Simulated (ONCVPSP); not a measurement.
## What one change does to a pseudopotential (Sb (Z = 51), ONCV)

Sb, optimised norm-conserving Vanderbilt (ONCV), made with ONCVPSP 4.0.1 (LDA (Perdew-Zunger), fully relativistic). Core [Ar] 3d10, reference 4s2 4p6 4d10 5s2 5p3. Waves: 4s+5s: rc 1.05 bohr, ncon 5, nbas 10, qcut 9.5 1/bohr, 2 projectors; 4p+5p: rc 1.15 bohr, ncon 4, nbas 8, qcut 14.3 1/bohr, 2 projectors; 4d: rc 0.90 bohr, ncon 4, nbas 7, qcut 9.6 1/bohr, 1 projector. Local part: polynomial inside 0.60 bohr (lpopt 5, dvloc0 2 Ha). Core correction: Teter function, fcfact 4, rcfact 1.55.

Open shells are filled in proportion to 2j + 1.

Change: s: rc 1.16.

Cutoffs: the cutoffs (Ha) at which the residual kinetic energy of the hardest occupied pseudo-wave falls to 1 and 0.1 mHa per electron; they do not see the model core or the augmentation charge, which bear on the density cutoff. Errors are all-electron minus pseudo energies relative to the spin-unpolarised reference configuration.

Task: Predict the effect on cutoff, ghosts and configuration errors.

Result: The potential gets softer (61 Ha and 239 Ha → 61 Ha and 185 Ha); both files keep a bound ghost (s); the errors of the 4 common tests hardly move. A larger radius leaves more room for a smooth pseudo-wave, so fewer plane waves are needed.

```csv
quantity,base,changed
"cutoff, loose",61 Ha,61 Ha
"cutoff, tight",239 Ha,185 Ha
loose cutoff by channel,"s 48 Ha, p 61 Ha, d 54 Ha","s 42 Ha, p 61 Ha, d 54 Ha"
bound ghosts,s,s
GHOST(+) flags under 300 eV,none,none
"error for 4s2 4p6 4d10 5s2 5p2, meV [ΔE 8.54 eV]",+0.6,+0.6
"error for 4s2 4p6 4d10 5s2 5p1, meV [ΔE 24.81 eV]",+1.6,+1.6
"error for 4s2 4p6 4d10 5s2 5p0, meV [ΔE 49.62 eV]",+2.8,+3.0
"error for 4s2 4p6 4d10 5s0 5p5, meV [ΔE 16.59 eV]",+0.7,-0.4
p3/2: phases at 1.17 bohr within 0.05 rad from the reference energy up to (Ha; the scan ends near 5),to the end of the scan,to the end of the scan
p1/2: phases at 1.17 bohr within 0.05 rad from the reference energy up to (Ha; the scan ends near 5),to the end of the scan,to the end of the scan
d5/2: phases at 0.91 bohr within 0.05 rad from the reference energy up to (Ha; the scan ends near 5),to the end of the scan,to the end of the scan
d3/2: phases at 0.91 bohr within 0.05 rad from the reference energy up to (Ha; the scan ends near 5),to the end of the scan,to the end of the scan
"rms error of d²Exc/dni dnj with the model core, mHa",3.78,3.68
```

 A true bound ghost makes a file unfit for plane-wave use even where its test errors are small: the radial tests pick states by their node count and pass the ghost by.
